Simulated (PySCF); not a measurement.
# Stretching TlS

Set-up: Tl cc-pVDZ-PP with ECP60, S cc-pV(D+d)Z; scalar-relativistic core potentials (PySCF 2.14). Energies in eV from Tl + S in their ground configurations at the same level. State: ²Π (doublet), unpaired electrons π ↑.

| R (Å) | UHF-SCS-MP2 |
| --- | --- |
| 2.255 | -1.688 |
| 2.360 | -2.123 |
| 2.465 | -2.362 |
| 2.543 | -2.447 |
| 2.622 | -2.472 |
| 2.701 | -2.452 |
| 2.805 | -2.372 |
| 2.937 | -2.216 |
| 3.094 | -1.979 |
| 3.304 | -1.624 |

Problem. Put a parabola through the three lowest points of the UHF-SCS-MP2 curve and estimate Re, k and ωe (reduced mass 27.66 u; 1 eV/Å² = 0.16022 mdyn/Å; ωe = 1302.8·√(k/μ) cm⁻¹).

Solution. Through R = 2.543, 2.622, 2.701 Å the second-order coefficient is 3.61 eV/Å², so Re ≈ 2.626 Å, k ≈ 1.16 mdyn/Å and ωe ≈ 266 cm⁻¹. A polynomial fit of higher order to the unrounded UHF-SCS-MP2 energies gives Re = 2.623 Å, k = 1.18 mdyn/Å, ωe = 269 cm⁻¹; anharmonicity and rounding make the difference.

The higher-order fit for each curve: UHF-SCS-MP2: Re = 2.623 Å, ωe = 269 cm⁻¹, De = 2.47 eV.

Correlated steps freeze 9 core orbitals. Correlated levels converge slowly with the basis: in double zeta they bind strong bonds too weakly, by up to about 1 eV, and carry superposition errors of some tenths. Spin–orbit coupling is left out, which matters for elements this heavy, above all for dissociation energies. The state is the lowest determinant that a PBE0 search found; another state may lie lower at other levels.
